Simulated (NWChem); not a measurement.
# BeNH$_{2}$Cl; SMILES [Be]([Cl])[NH2]

```xyz
5

Be     0.0007    -0.5436     0.0000
Cl     0.0000     1.2752     0.0000
N      0.0005    -2.0362     0.0000
H     -0.0035    -2.6251    -0.8260
H     -0.0035    -2.6251     0.8260
```
Atoms are numbered in this order, from 1.

Program: NWChem. Coordinates come from a PBE0/def2-SVP optimisation. Ions are spin-unrestricted doublets at the neutral geometry; other ion states weren't tried.

What does the run give for r2SCAN/def2-TZVP? Quantities: vertical ionisation energy, ΔSCF (eV); −ε(HOMO) (eV).


```
Property                               Result
-------------------------------------  ------
vertical ionisation energy, ΔSCF (eV)    9.84
−ε(HOMO) (eV)                            6.41
```
